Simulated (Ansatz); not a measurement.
Relaxation of CH7NSn (10 atoms, charge 0, multiplicity 1), to a largest force component of 0.015 eV/Å in at most 40 steps.

Method: RKS B3LYP-D4/def2-SVP (Ansatz).

```xyz
10
Properties=species:S:1:pos:R:3
C -1.299 0.674 -0.580
Sn 0.125 -0.740 -0.049
N 1.446 0.116 1.240
H -2.000 0.274 -1.299
H -0.849 1.576 -1.097
H -1.879 1.079 0.318
H 0.995 -1.276 -1.481
H -0.614 -2.081 0.721
H 2.169 -0.579 1.541
H 0.918 0.372 2.142
```

**Question.** Where does it end, and by what steps?

**Answer.** It converged. After 6 steps the energy has fallen by 0.235 eV; H8 moved furthest, 0.15 Å.

```csv
step,energy less start (eV),largest force component (eV/Å),accepted
0,0.0000,2.604,yes
1,-0.2046,0.803,yes
2,-0.2313,0.169,yes
3,-0.2335,0.057,yes
4,-0.2347,0.032,yes
5,-0.2346,0.063,no
6,-0.2348,0.002,yes
```

```xyz
10
Properties=species:S:1:pos:R:3
C -1.334 0.718 -0.592
Sn 0.101 -0.802 -0.042
N 1.421 0.120 1.254
H -2.067 0.314 -1.305
H -0.804 1.563 -1.054
H -1.866 1.074 0.303
H 1.064 -1.302 -1.379
H -0.702 -2.180 0.643
H 2.216 -0.474 1.491
H 0.982 0.384 2.138
```

Whether the end is a true minimum wasn't checked by a vibrational analysis.

Run time: 27 s on 1 thread of Arm Neoverse V2, on a shared host, peak memory 0.26 GiB.
